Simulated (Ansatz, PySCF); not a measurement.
Gas-phase reaction (SMILES): [NH2][Al]([Br])[Br] + N (NH3) → [NH2][Al]([NH2])[Br] + Br (HBr); ammonia cleaves one Al-Br bond, a model of a ligand-exchange step.

Each molecule is optimised on its own at B3LYP-D3(BJ)/def2-TZVP (Ansatz, a first-principles code), one conformer each, not searched for the lowest. Cores are frozen in the correlated levels unless marked. Spin-orbit coupling is left out. Frozen are the shells of the preceding noble gas and the d and f shells that filled before the atom's block. Non-relativistic. CBS marks a two-point X^-3 extrapolation of the correlation energy; Hartree-Fock from the larger set. Thermal terms are rigid-rotor harmonic-oscillator values from B3LYP-D3(BJ) frequencies (Ansatz or PySCF) at 298.15 K and 1 atm. 1 Eh = 627.5095 kcal/mol.

| species | E, CCSD(T)/CBS(def2-TZVPPD,def2-QZVPPD) (Ansatz) (Eh) | E, B3LYP-D3(BJ)/def2-TZVPD (Ansatz + dftd3) (Eh) | H - E (Eh) |
|---|---|---|---|
| [NH2][Al]([Br])[Br] | -5443.46782 | -5447.00414 | 0.03536 |
| N (NH3) | -56.50452 | -56.58902 | 0.03799 |
| [NH2][Al]([NH2])[Br] | -2926.66056 | -2928.77524 | 0.05998 |
| Br (HBr) | -2573.28305 | -2574.79060 | 0.00927 |

Question: Work out ΔE and ΔH at 298.15 K at the first level, then ΔH at the second.

Answer: 
1. ΔE = [(-2926.66056) + (-2573.28305)] - [(-5443.46782) + (-56.50452)] = 0.02873 Eh = 18.0 kcal/mol at CCSD(T)/CBS(def2-TZVPPD,def2-QZVPPD).
2. The terms H - E add up to -0.00410 Eh, so ΔH = (0.02873 + (-0.00410))×627.5095 = 15.5 kcal/mol.
3. At B3LYP-D3(BJ)/def2-TZVPD the same steps give ΔE = 17.1 and ΔH = 14.6 kcal/mol, a shift of -0.9 from the first level.
4. These values are not checked against measurement here, since the tables used lack a sound gas-phase enthalpy of formation for at least one species.
